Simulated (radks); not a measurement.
Q: Numerical settings for the iridium ion Ir+, [Xe] 4f14 5d7 6s1. All-electron calculation, scalar-relativistic Kohn-Sham, LDA (Slater exchange, Perdew-Wang correlation), spin-polarised, spherical densities, point nucleus; open shells are filled with parallel spins first (spin-orbit coupling, left out, can overturn this in heavy ions). Program: a radial shooting solver on a logarithmic mesh with Libxc functionals. The defaults (mesh step 0.008 in ln r, mesh end at 40 bohr or more with all orbitals vanishing there, Anderson mixing 0.5 over 9 steps, residual threshold near 1e-9 with the energy settled to 1e-9 hartree or 1e-11 of itself, here a cap of 70 iterations) give E = -17817.193 hartree and 5d at -14.355 eV in 15 iterations. Run on one thread of a shared host, so times are rough (Arm Neoverse N1): 0.41 s of CPU time, 0.42 s wall, 15 iterations on 2648 mesh points. One setting is changed at a time: mesh step in ln r 0.08; mesh step in ln r 0.03; mesh step in ln r 0.12; mesh end (bohr) 2; mesh end (bohr) 1; residual threshold 0.01; residual threshold 1e-05; mixing 1; linear mixing, mixing 0.05; linear mixing, mixing 0.8; mixing history 3; iteration cap 5. Which runs fail to converge, and which converge to a wrong energy?

A: Not converged within the cap: mesh step in ln r 0.08; mesh step in ln r 0.12; linear mixing, mixing 0.05; linear mixing, mixing 0.8; iteration cap 5. Settled on a wrong energy, with an occupied level pushed above zero by the early mesh end: mesh end (bohr) 2 (+12.1 hartree); mesh end (bohr) 1 (+281 hartree). Apart from these: no run marked as converged misses the energy by more than 1 mhartree.
